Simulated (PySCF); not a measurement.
Computed Raman spectrum (relative Raman activity) of a molecule C₄H₃NOS. The structure is a stationary point at PBE0-D3(BJ)/def2-SVP. Other conformers were not sampled. Level of theory: PBE0-D3(BJ)/def2-SVP (PySCF 2.14.0). Frequencies are harmonic and unscaled.

```csv
ν (cm⁻¹),relative intensity
483,2.7
663,7.0
697,7.0
1024,3.4
1082,6.8
1192,9.1
1280,5.7
1362,3.9
1390,5.2
1477,80
1584,7.8
1854,48
2982,100
3242,68
3283,78
```

Question: Which structure fits?
A. O=Cc1cscn1
B. O=Cc1nccs1
C. O=Cc1cncs1

Answer: B, O=Cc1nccs1
